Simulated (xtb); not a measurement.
I2Sn, charge -1, doublet, at a GFN2-xTB geometry (such geometries of metal compounds can be far from the true shape) (a state made from the parent by changing its charge; the spin is typed, not shown lowest). Base run: xtb with GFN2-xTB.

Geometry (Å):
```xyz
3

Sn    -0.0006    -0.0046     1.2118
I      1.1346    -1.9267    -0.5783
I     -1.1340     1.9311    -0.5648
```
Charge -1, spin multiplicity 2.
All else is at xtb's defaults.
Base energy -10.09313 Eh.

Variants of this job, named by their change:

| change | ΔE vs base (kcal/mol) | G_solv (kcal/mol) | SCF cycles |
|---|---|---|---|
| base | 0.000 | - | 19 |
| alpb = ch2cl2 | -46.93 | -47.04 | 17 |
| etemp = 5000 | -2.56 | - | 20 |
| etemp = 3000 | -0.226 | - | 20 |
| acc = 0.0001 | 0.000 | - | 25 |
| gbsa = chcl3 | -48.33 | -48.46 | 17 |
| acc = 0.1 | 0.000 | - | 20 |
| acc = 30 | 0.000 | - | 15 |

ALPB and GBSA are two models with their own fitted parameters for each solvent, which aren't always the measured dielectric constant.
